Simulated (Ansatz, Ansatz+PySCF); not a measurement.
A single Co atom.

Basis set: def2-SVP (spherical functions). Charge 0, multiplicity 4.

Computed with Ansatz (development build ahead of 0.2.0); each method stands on the lowest determinant of its kind that the runs found.

The vertical ionization energy (product with multiplicity 3 at the same shape, open shells in the same class of orbitals) of quartet Co:

```csv
method,ionization energy
UHF,7.22 eV
```

Problem. What does PBE0 (unrestricted) give?

Solution. 7.76 eV. Caution: another spin multiplicity may lie lower. Caution for UHF: the unrestricted determinant is a mixture of spin states.
